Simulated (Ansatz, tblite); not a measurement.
Removing and adding an electron: ScBr₃. Total charge 0; singlet. Geometry: PBE0-D4/def2-SVP. Ansatz, gas phase; energy differences of separate SCF runs; the oxidised species was run as a doublet alone; the reduced species was run as a doublet alone.

Cartesian coordinates in Å:
```
Sc -0.0001 0.0009 -0.0012
Br 2.4097 0.1075 0.0725
Br -1.0922 -1.8121 -1.1609
Br -1.3174 1.7038 1.0896
```

The xTB rows come from tblite. Correlated methods freeze 32 core orbitals; core or outer-core shells of Sc, Br are correlated, in sets that lack core-valence functions. The rows differ in basis, and correlated rows in double-zeta sets carry the largest basis error. In CCSD on the charge 1 doublet the largest single amplitude is 0.55, so its Hartree–Fock determinant may place the open shell otherwise than the density functionals do.

(1) Estimate orbital energies and vertical ionisation energies and electron affinities at: GFN1-xTB; GFN2-xTB; PBE-D4/def2-TZVP; PBE-D4/def2-TZVPD; r2SCAN-D4/def2-TZVP; r2SCAN-D4/def2-TZVPD; PBE0-D4/def2-TZVP; PBE0-D4/def2-TZVPD; CCSD/def2-SVP; CCSD(T)/def2-SVP.

Answers

(1) 
```json
{"level": "GFN1-xTB", "−HOMO (eV)": "11.49", "vertical IE (eV)": "15.19", "−LUMO (eV)": "9.90", "vertical EA (eV)": "6.32", "HOMO–LUMO gap (eV)": "1.59", "IE − EA (eV)": "8.87", "remarks": "–"}
{"level": "GFN2-xTB", "−HOMO (eV)": "12.27", "vertical IE (eV)": "14.82", "−LUMO (eV)": "10.59", "vertical EA (eV)": "7.10", "HOMO–LUMO gap (eV)": "1.68", "IE − EA (eV)": "7.72", "remarks": "–"}
{"level": "PBE-D4/def2-TZVP", "−HOMO (eV)": "7.33", "vertical IE (eV)": "9.87", "−LUMO (eV)": "4.19", "vertical EA (eV)": "–", "HOMO–LUMO gap (eV)": "3.15", "IE − EA (eV)": "–", "remarks": "–"}
{"level": "PBE-D4/def2-TZVPD", "−HOMO (eV)": "7.36", "vertical IE (eV)": "–", "−LUMO (eV)": "4.21", "vertical EA (eV)": "1.70", "HOMO–LUMO gap (eV)": "3.15", "IE − EA (eV)": "–", "remarks": "HOMO above zero (-1 doublet)"}
{"level": "r2SCAN-D4/def2-TZVP", "−HOMO (eV)": "7.68", "vertical IE (eV)": "10.15", "−LUMO (eV)": "4.06", "vertical EA (eV)": "–", "HOMO–LUMO gap (eV)": "3.62", "IE − EA (eV)": "–", "remarks": "–"}
{"level": "r2SCAN-D4/def2-TZVPD", "−HOMO (eV)": "7.69", "vertical IE (eV)": "–", "−LUMO (eV)": "4.07", "vertical EA (eV)": "1.82", "HOMO–LUMO gap (eV)": "3.63", "IE − EA (eV)": "–", "remarks": "HOMO above zero (-1 doublet)"}
{"level": "PBE0-D4/def2-TZVP", "−HOMO (eV)": "8.57", "vertical IE (eV)": "10.36", "−LUMO (eV)": "3.28", "vertical EA (eV)": "–", "HOMO–LUMO gap (eV)": "5.29", "IE − EA (eV)": "–", "remarks": "–"}
{"level": "PBE0-D4/def2-TZVPD", "−HOMO (eV)": "8.59", "vertical IE (eV)": "–", "−LUMO (eV)": "3.30", "vertical EA (eV)": "1.88", "HOMO–LUMO gap (eV)": "5.29", "IE − EA (eV)": "–", "remarks": "–"}
{"level": "CCSD/def2-SVP", "−HOMO (eV)": "–", "vertical IE (eV)": "10.71", "−LUMO (eV)": "–", "vertical EA (eV)": "–", "HOMO–LUMO gap (eV)": "–", "IE − EA (eV)": "–", "remarks": "large T1 (0.051) (+1 doublet)"}
{"level": "CCSD(T)/def2-SVP", "−HOMO (eV)": "–", "vertical IE (eV)": "10.53", "−LUMO (eV)": "–", "vertical EA (eV)": "–", "HOMO–LUMO gap (eV)": "–", "IE − EA (eV)": "–", "remarks": "large T1 (0.051) (+1 doublet)"}
```

Relaxing the oxidised species (PBE0-D4/def2-SVP) changes its energy by -0.36 eV at PBE0-D4/def2-TZVP, so the adiabatic ionisation energy to this nearest minimum is 10.00 eV. At PBE-D4/def2-TZVP it is 9.71 eV. In the charge 1 doublet, Br2 and Br4 lie 2.99 Å apart (atoms count from 1), so these atoms are partly bonded to each other. Run but left out: HF/def2-SVP, MP2/def2-SVP (charge +1 doublet: a determinant that CCSD turns far, T1 0.051).   A HOMO above zero means that the electron is unbound at that level or that self-interaction error raises the level; the energy of removing that electron tells which. Raw xTB energy differences between charge states are shifted by several eV; the methods need an empirical correction for them.
